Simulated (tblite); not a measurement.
C5H9GeO2 (charge -1).
Numbering: `[CH2:1]=[C:2]([CH2:3][C:4](=[O:5])[O-:6])[GeH2:7][CH3:8]` (hydrogens: H9, H10 on C1; H11, H12 on C3; H13, H14 on Ge7; H15, H16, H17 on C8)
Bond orders are those of one Lewis drawing.

Computed with GFN2-xTB (tblite), gas phase: L-BFGS steps from a force-field or distance-geometry start until the largest atomic force falls under 0.01 eV/Å.

Step 69: E = -695.6630 eV
```
atom  x, y, z in Å  |  force x, y, z in eV/Å
C1     -0.5404   -0.6788    2.0311   -0.011   0.010   0.004
C2     -0.5286   -0.6578    0.7076    0.006   0.007  -0.004
C3     -1.7420   -0.7134   -0.1341   -0.004   0.003  -0.007
C4     -1.5936    0.2929   -1.3226   -0.038  -0.029  -0.050
O5     -2.6116    0.8235   -1.7581    0.035  -0.010   0.017
O6     -0.4225    0.4364   -1.7499   -0.007   0.006   0.021
Ge7     1.1624   -0.3855   -0.2866    0.022   0.017   0.026
C8      1.9342    1.4351   -0.4450    0.005   0.018   0.005
H9     -1.4493   -0.7826    2.6125   -0.012   0.005  -0.002
H10     0.3798   -0.5954    2.5913   -0.004  -0.023   0.007
H11    -2.6686   -0.5152    0.4108    0.001   0.009   0.012
H12    -1.8170   -1.6951   -0.6149    0.002  -0.008   0.009
H13     1.5060   -1.3070   -1.4375   -0.013  -0.003  -0.021
H14     2.1723   -1.0092    0.7958    0.003   0.014  -0.014
H15     1.5123    2.0807    0.3206    0.003  -0.008   0.022
H16     3.0140    1.4254   -0.3214    0.014  -0.015  -0.009
H17     1.6857    1.8582   -1.4095   -0.001   0.007  -0.018
```

Step 70: E = -695.6632 eV
```
atom  x, y, z in Å  |  force x, y, z in eV/Å
C1     -0.5414   -0.6803    2.0325   -0.005   0.002  -0.001
C2     -0.5283   -0.6559    0.7092   -0.012   0.002  -0.011
C3     -1.7416   -0.7114   -0.1330   -0.013   0.004  -0.018
C4     -1.5916    0.2921   -1.3242   -0.025  -0.037  -0.028
O5     -2.6081    0.8248   -1.7597    0.012  -0.003   0.007
O6     -0.4205    0.4318   -1.7521   -0.002   0.007   0.020
Ge7     1.1624   -0.3848   -0.2851    0.029   0.012  -0.001
C8      1.9334    1.4357   -0.4467    0.011   0.030   0.004
H9     -1.4502   -0.7874    2.6126   -0.023   0.009   0.004
H10     0.3780   -0.5998    2.5935    0.008  -0.017   0.014
H11    -2.6692   -0.5118    0.4104    0.013   0.010   0.012
H12    -1.8178   -1.6941   -0.6121    0.006  -0.004   0.011
H13     1.5054   -1.3071   -1.4368   -0.013   0.000  -0.008
H14     2.1728   -1.0073    0.7969    0.004   0.014  -0.010
H15     1.5141    2.0799    0.3217    0.009  -0.008   0.020
H16     3.0140    1.4258   -0.3273    0.003  -0.013  -0.007
H17     1.6816    1.8618   -1.4096   -0.001  -0.006  -0.007
```

Problem. Estimate the geometry and energy of step 71. (The exact step hangs on the optimiser's Hessian estimate; all steps are aligned on step 70, rigid shifts and turns removed.)

Solution. E = -695.6635 eV, largest force 0.039 eV/Å
```
atom  x, y, z in Å  |  force x, y, z in eV/Å
C1     -0.5424   -0.6810    2.0335   -0.001  -0.005  -0.004
C2     -0.5278   -0.6544    0.7103   -0.023   0.000  -0.015
C3     -1.7412   -0.7103   -0.1323   -0.017   0.001  -0.018
C4     -1.5903    0.2904   -1.3257   -0.029  -0.026  -0.003
O5     -2.6056    0.8254   -1.7607   -0.003  -0.005  -0.002
O6     -0.4192    0.4281   -1.7533    0.014   0.010   0.007
Ge7     1.1626   -0.3838   -0.2843    0.022   0.005  -0.021
C8      1.9331    1.4367   -0.4479    0.012   0.028   0.004
H9     -1.4517   -0.7905    2.6123   -0.027   0.011   0.006
H10     0.3762   -0.6028    2.5960    0.012  -0.013   0.015
H11    -2.6692   -0.5092    0.4103    0.021   0.008   0.009
H12    -1.8173   -1.6940   -0.6096    0.004  -0.005   0.013
H13     1.5033   -1.3062   -1.4375   -0.008   0.002   0.005
H14     2.1728   -1.0056    0.7969    0.009   0.013  -0.007
H15     1.5158    2.0792    0.3231    0.015  -0.004   0.017
H16     3.0141    1.4249   -0.3314    0.001  -0.007  -0.005
H17     1.6797    1.8649   -1.4097   -0.002  -0.013   0.001
```

The energy changes by -0.0002 eV. The first-order estimate −F·Δx gives -0.0003 eV and the mean of the old and new forces, exact on a quadratic surface, -0.0002 eV. The step makes an angle of 73° with the force vector and moves no atom by more than 0.004 Å.

What follows is the cost of the whole relaxation. The run took 1.6 s of wall time on an Intel Xeon with one thread, shared host with 64 logical CPUs at a one-minute load of 62.
